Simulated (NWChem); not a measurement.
All runs are NWChem calculations. System: HO$_{2}$, charge 0, spin multiplicity 2, at a geometry optimised with UB3LYP/def2-SVP. The structure started from a generated list of species. Its SCF solution wasn't tested for a lower state. Level: ROCCSD(T)/def2-TZVP, 2 core orbitals frozen.

Output (cleaned and shortened):

```
             Northwest Computational Chemistry Package (NWChem) 7.3.0
             --------------------------------------------------------

                                NWChem Input Module
                                -------------------

 Scaling coordinates for geometry "geometry" by  1.889725989
 (inverse scale =  0.529177249)

 Turning off AUTOSYM since
 SYMMETRY directive was detected!

                             Geometry "geometry" -> ""
                             -------------------------

 Output coordinates in angstroms (scale by  1.889725989 to convert to a.u.)

  No.       Tag          Charge          X              Y              Z
 ---- ---------------- ---------- -------------- -------------- --------------
    1 O                    8.0000     0.50325900    -0.33822800     0.00000000
    2 O                    8.0000    -0.65227900     0.29318900     0.00000000
    3 H                    1.0000     1.19216200     0.36031500     0.00000000

 Effective nuclear repulsion energy (a.u.)      32.3281791277

            Nuclear Dipole moment (a.u.)
            ----------------------------
        X                 Y               Z
 ---------------- ---------------- ----------------
     0.0000037795     0.0000056692     0.0000000000

      Symmetry information
      --------------------

 Group name             Cs
 Group number              2
 Group order               2
 No. of unique centers     3

      Symmetry unique atoms

     1    2    3


 Summary of "ao basis" -> "" (spherical)
 ------------------------------------------------------------------------------
       Tag                 Description            Shells   Functions and Types
 ---------------- ------------------------------  ------  ---------------------
 *                         def2-tzvp                  on all atoms

 Summary of "ao basis" -> "ao basis" (spherical)
 ------------------------------------------------------------------------------
       Tag                 Description            Shells   Functions and Types
 ---------------- ------------------------------  ------  ---------------------
 O                         def2-tzvp                11       31   5s3p2d1f
 H                         def2-tzvp                 4        6   3s1p

                                 NWChem SCF Module
                                 -----------------

  ao basis        = "ao basis"
  functions       =    68
  atoms           =     3
[...]
          Calculation type : Coupled-cluster singles & doubles w/ perturbation
   Perturbative correction : (T)
            Max iterations :      100
        Residual threshold : 0.10D-05
     T(0) DIIS level shift : 0.00D+00
     L(0) DIIS level shift : 0.00D+00
     T(1) DIIS level shift : 0.00D+00
     L(1) DIIS level shift : 0.00D+00
     T(R) DIIS level shift : 0.00D+00
     T(I) DIIS level shift : 0.00D+00
   CC-T/L Amplitude update :  5-th order DIIS
                I/O scheme : Global Array Library
        L-threshold :  0.10D-05
        EOM-threshold :  0.10D-05
 no EOMCCSD initial starts read in
 TCE RESTART OPTIONS
 SLICE:      F
 D4D5:       F
 quantumc:   F
 qrotation:  F
 pwtce:      F
 qducc:      F
 nacto:                         0
 nrotv:                         0
 nrot:                          0

            Memory Information
            ------------------
          Available GA space size is     249027552 doubles
          Available MA space size is     104853716 doubles

 Maximum block size supplied by input
 Maximum block size        24 doubles

 tile_dim =     20

 -------------------------------------------------
   1    alpha     a'     5 doubles       0       1
   2    alpha     a"     1 doubles       5       2
   3    alpha     a"     1 doubles       6       3
   4    beta      a'     5 doubles       7       4
   5    beta      a"     1 doubles      12       5
   6    alpha     a'    20 doubles      13       6
   7    alpha     a'    20 doubles      33       7
   8    alpha     a"    19 doubles      53       8
   9    beta      a'    20 doubles      72       9
  10    beta      a'    20 doubles      92      10
  11    beta      a"     1 doubles     112      11
  12    beta      a"    19 doubles     113      12

 Global array virtual files algorithm will be used

 Parallel file system coherency ......... OK

 4-electron integrals stored in orbital form

 v2    file size   =          2581050
 4-index algorithm nr.  13 is used
 imaxsize =       30
 imaxsize ichop =        0


CCSD iterations
 ---------------------------------------------------------
 Iter          Residuum       Correlation     Cpu    Wall
 ---------------------------------------------------------
    1   0.2200434155677  -0.4531801228009     0.5     0.5
    2   0.0498768072341  -0.4504981365282     0.5     0.5
    3   0.0349737861220  -0.4578550763529     0.6     0.6
    4   0.0188873114908  -0.4601409751993     0.5     0.5
    5   0.0242127634679  -0.4592685468945     0.3     0.3
    6   0.0035757914132  -0.4606350169869     0.3     0.3
    7   0.0036228358094  -0.4606196765621     0.3     0.3
    8   0.0011162867419  -0.4607650456487     0.3     0.3
    9   0.0022083918721  -0.4607129353942     0.4     0.4
   10   0.0009280643354  -0.4608573136128     0.5     0.5
   11   0.0001078363857  -0.4608768244535     0.5     0.5
   12   0.0000498958896  -0.4608738468036     0.4     0.4
   13   0.0000281348824  -0.4608764105306     0.4     0.4
   14   0.0000199699030  -0.4608755849332     0.4     0.4
   15   0.0000120762742  -0.4608766815647     0.5     0.5
   16   0.0000044987951  -0.4608766949244     0.5     0.5
   17   0.0000037538099  -0.4608763381295     0.5     0.5
   18   0.0000022166914  -0.4608765275108     0.5     0.5
   19   0.0000025089581  -0.4608763719633     0.5     0.5
   20   0.0000017933896  -0.4608765471450     0.5     0.5
   21   0.0000002818070  -0.4608765166582     0.5     0.5
 -----------------------------------------------------------------
 Iterations converged
 CCSD correlation energy / hartree =        -0.460876516658185
 CCSD total energy / hartree       =      -150.697034014580595

 Singles contributions
     9a"  (beta ) ---     7a"  (beta )        0.1750855917

 Doubles contributions
 CCSD(T)
 Using plain CCSD(T) code
             total no. of tasks          366
 total no. of tasks / no. procs          366
                         wl_min            1           1.0
                         wl_max      1000000          10.0
        thresh for no. of tasks          366

 CCSD[T]  correction energy / hartree =        -0.019363282549884
 CCSD[T] correlation energy / hartree =        -0.480239799208068
 CCSD[T] total energy / hartree       =      -150.716397297130470
 CCSD(T)  correction energy / hartree =        -0.017091897881035
 CCSD(T) correlation energy / hartree =        -0.477968414539220
 CCSD(T) total energy / hartree       =      -150.714125912461640

 Task  times  cpu:       25.1s     wall:       25.1s

 Total times  cpu:       25.2s     wall:       25.2s
```

Write an NWChem input that would produce this output.

Several could match; the one computed here: 
```
start mol
memory heap 100 mb stack 700 mb global 1900 mb
geometry units angstroms nocenter noautoz
  O      0.503259    -0.338228     0.000000
  O     -0.652279     0.293189     0.000000
  H      1.192162     0.360315     0.000000
  symmetry group Cs
end
basis spherical
  * library def2-tzvp
end
scf
  rohf
  nopen 1
  maxiter 100
  thresh 1e-7
  semidirect memsize 60000000 filesize 0
  # guess.movecs holds the orbitals of an unrestricted PBE0 run
  vectors input guess.movecs swap 8 9 output mol.movecs
end
tce
  freeze core 2
  ccsd(t)
  2eorb
  2emet 13
  thresh 1e-6
  maxiter 100
  tilesize 24
end
task tce energy
```
